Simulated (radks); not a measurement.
Effect of the nuclear size on neutral silicon, [Ne] 3s2 3p2. Method: Dirac Kohn-Sham, LDA (Slater exchange, Perdew-Wang correlation), spin-unpolarised, spherical densities, finite nucleus; open shells fill j = l - 1/2 first; Fermi nuclear charge, rms radius 3.1224 fm; computed with a radial shooting solver on a logarithmic mesh with Libxc functionals. The rms radius is varied about that value; shifts are against it.

rms radius (fm)  total energy shift (eV)  density at nucleus (e/bohr^3)  1s1/2 shift (meV)  2s1/2 shift (meV)
2.7633                          -0.00114                           1895             -0.475             -0.030
2.9881                         -0.000441                           1893             -0.184             -0.012
3.1224                                 0                           1892              0.000              0.000
3.3566                          0.000815                           1890              0.340              0.022
3.8437                           0.00270                           1886               1.13              0.072

Slopes of the eigenvalues against <r^2> in GHz/fm^2, as finite differences over the two radii next to the reference (eigenvalue slopes, not the field-shift constants of lines): 1s1/2 54.3, 2s1/2 3.48.
